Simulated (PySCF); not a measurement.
A small calculation by hand: entropy of an ideal gas

C2H6B, SMILES C[B]C, multiplicity 2.

Geometry: PBE0-D3(BJ)/def2-TZVP. The isomer is the one that the SMILES or the coordinates give; other isomers of the formula were not compared.

PBE0-D3(BJ)/def2-TZVP run with PySCF gives the harmonic wavenumbers 112, 123, 295, 621, 673, 798, 814, 1011, 1174, 1296, 1328, 1411, 1413, 1449, 1450, 2995, 2998, 3057, 3057, 3123, 3123 cm⁻¹ and the rotational temperatures 2.5041, 0.3513, 0.3341 K. The molar mass is 40.88 g/mol, the symmetry number 2, the spin multiplicity 2.

Work out the entropy at 298.15 K and 1 atm in the rigid-rotor, harmonic-oscillator model.


Translation (Sackur–Tetrode at 1 atm): S = R[1.5 ln M + 2.5 ln T − 1.16487] = 155.0 J/(mol K).
Rotation: q = (√π/σ) T^1.5/√(θA θB θC) = 8420, S = R[ln q + 3/2] = 87.6 J/(mol K).
Vibration: with u = 1.4388 ν/T, each mode gives R[u/(e^u − 1) − ln(1 − e^−u)]:
```
ν (cm⁻¹)  modes     u  S (J/(mol K))
--------  -----  ----  -------------
112           1  0.54          13.53
123           1  0.59          12.77
295           1  1.42           6.05
621           1  3.00           1.74
673           1  3.25           1.42
798           1  3.85           0.87
814           1  3.93           0.82
1011          1  4.88           0.37
1174          1  5.67           0.19
1296          1  6.25           0.12
1328          1  6.41           0.10
1411          1  6.81           0.07
1413          1  6.82           0.07
1449          1  6.99           0.06
1450          1  7.00           0.06
```
The stiffer modes add less than 0.005 each. Sum 38.3 J/(mol K).
Spin: R ln 2 = 5.8 J/(mol K).
Total 286.7 J/(mol K); the program's own thermochemistry gives 286.6. Translation makes up 54 % and vibration 13 %. Anharmonicity, hindered rotation and orbital degeneracy are left out.
